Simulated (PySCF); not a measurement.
# Computed data sheet: `CC#C[P@+](C)(N)N(C)C`

Species: C₆H₁₄N₂P (charge +1).
Atom-mapped SMILES: `[CH3:1][C:2]#[C:3][P@+:4]([CH3:5])([NH2:6])[N:7]([CH3:8])[CH3:9]` (hydrogens: H10, H11, H12 on C1; H13, H14, H15 on C5; H16, H17 on N6; H18, H19, H20 on C8; H21, H22, H23 on C9)

Structure used (GFN2-xTB), in Å, numbered top down from 1:
```xyz
23
C6H14N2P angstrom
C      3.7243   -1.1768    0.6811
C      2.4441   -0.5798    0.4637
C      1.3486   -0.1041    0.2771
P     -0.1727    0.7189    0.0460
C     -0.1055    1.6655   -1.5048
N     -0.5341    1.8208    1.2146
N     -1.3581   -0.4158    0.1830
C     -2.7454    0.0283    0.1504
C     -1.1598   -1.7537   -0.3540
H      4.3946   -0.4540    1.1453
H      3.6252   -2.0410    1.3372
H      4.1513   -1.4979   -0.2684
H     -1.0547    2.1825   -1.6439
H      0.7036    2.3919   -1.4749
H      0.0651    0.9841   -2.3369
H     -0.0486    2.7072    1.1908
H     -0.6331    1.4579    2.1550
H     -2.8176    1.0517    0.5134
H     -3.3333   -0.6171    0.8037
H     -3.1667   -0.0273   -0.8566
H     -1.7027   -2.4629    0.2714
H     -1.5283   -1.8451   -1.3791
H     -0.1010   -2.0063   -0.3311
```

Structural features include: alkyne.

GFN2-xTB geometry:

* Point group of the GFN2-xTB geometry: C1
* Rotational constants A, B, C of the GFN2-xTB geometry: 1.980, 0.870, 0.738 GHz

PBE0/pcSseg-1 ground state and GIAO shieldings, non-relativistic (PySCF):

* HOMO energy: -11.36 eV
* LUMO energy: -4.55 eV
* HOMO–LUMO gap: 6.81 eV
* Lowest Hirshfeld atomic charge: -0.20 e on N6
* Highest Hirshfeld atomic charge: +0.53 e on P4
* 13C chemical shifts (computed TMS as zero) by class: 130.6 (C2), 68.8 (C3), 37.0 (C8/C9), 16.4 (C5), 5.5 (C1) ppm
* 1H chemical shifts (computed TMS as zero) by class: 3.09 (H18/H19/H20/H21/H22/H23), 2.64 (H10/H11/H12), 2.57 (H16/H17), 2.00 (H13/H14/H15) ppm
* Isotropic shieldings of nuclei other than C and H, by class: 213 (N6), 222 (N7), 296 (P4) ppm
* Mayer bond orders between heavy atoms: C1–C2 1.24, C2–C3 2.62, C3–P4 0.94, P4–C5 1.07, P4–N6 1.17, P4–N7 1.11, N7–C8 0.90, N7–C9 0.91

Monoisotopic mass of the ion (most abundant isotopes, electron mass counted): 145.0889 u.

With B = h/(8π²I), that is 505.379 GHz u Å² over I, the principal moments of inertia are 255.2, 581.2 and 684.8 u Å² (most abundant isotopes); the inertial defect Ic − Ia − Ib is -151.6 u Å² (zero for a rigid planar frame, negative otherwise). The rotational constants make it an asymmetric top with κ = (2B − A − C)/(A − C) = -0.79, nearer the prolate limit (−1).

Isolated species at its GFN2-xTB geometry (one conformer only). NMR classes are plain means over equivalent atoms (diastereotopic ones count apart unless rotation or inversion swaps them), as if these changed places fast; in this geometry the members of some classes differ.
